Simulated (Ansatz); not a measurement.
`BC#C` + `CSC=N` → `BN=CSC` + `C#C`  (ligand exchange at a B–C bond)

Computed with Ansatz on PBE0-D4/def2-TZVP structures; ΔE is electronic, products minus reactants. CBS: MP2 limit from def2 TZ/QZ plus the TZ coupled-cluster correction, frozen cores. This one scheme is used for every species. DFT in def2-TZVPP. B3LYP here is the variant with VWN-RPA as its local correlation; programs differ in this. Each species was taken in one conformer, which may not be the lowest.

Q: Is it downhill or uphill in electronic energy at CCSD(T)/CBS, and by how much? (Estimate.)

A: The calculation gave: Downhill: ΔE = -0.65 eV.

Q: What do these levels give: r2SCAN-D4, B3LYP-D4, ωB97X-V, r2SCAN, HF/def2-QZVPP, CCSD/CBS(def2)? (Best estimate.)

A: Ansatz gave: r2SCAN-D4 -0.70, B3LYP-D4 -0.72, ωB97X-V -0.63, r2SCAN -0.69, HF/def2-QZVPP -0.46, CCSD/CBS(def2) -0.63 eV.

Largest T1 diagnostic among the species: 0.015.

The D4 term adds −0.03 eV with B3LYP and −0.02 eV with PBE0; it sums over pairs of atoms, weighted by their polarisabilities, and B3LYP, whose exchange is more repulsive, gets the larger term. From PBE to PBE0 (25 % exact exchange), in def2-TZVPP and without D4, ΔE moves by +0.05 eV.
